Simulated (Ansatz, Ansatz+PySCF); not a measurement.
```json
{"atom": "C", "x (Å)": "0.0000", "y (Å)": "0.5778", "z (Å)": "-0.6355"}
{"atom": "Si", "x (Å)": "0.0000", "y (Å)": "-1.1556", "z (Å)": "0.0000"}
{"atom": "C", "x (Å)": "0.0000", "y (Å)": "0.5778", "z (Å)": "0.6355"}
```

Basis set: def2-SVP (spherical functions). Frozen core: 7 orbitals. Charge 0, multiplicity 1.

Computed with Ansatz (development build ahead of 0.2.0); each method stands on the lowest determinant of its kind that the runs found. Restricted open shells among the atoms or ions are ROHF, correlated in semicanonical orbitals with singles.

The atomization energy at this shape (free ground-state atoms in the same class of orbitals less the molecule, no zero-point energy) of singlet SiC₂:

| method | atomization energy |
| --- | --- |
| RHF-CCSD(T) | 278.83 kcal/mol |
| UHF-CCSD(T) | 278.25 kcal/mol |
| RHF-MP2 | 292.36 kcal/mol |
| UHF-MP2 | 284.78 kcal/mol |
| UHF | 186.65 kcal/mol |

(1) What does RHF give?

Results:

(1) 193.01 kcal/mol. Caution for UHF-CCSD(T), UHF-MP2, UHF: the unrestricted determinant is spin contaminated.
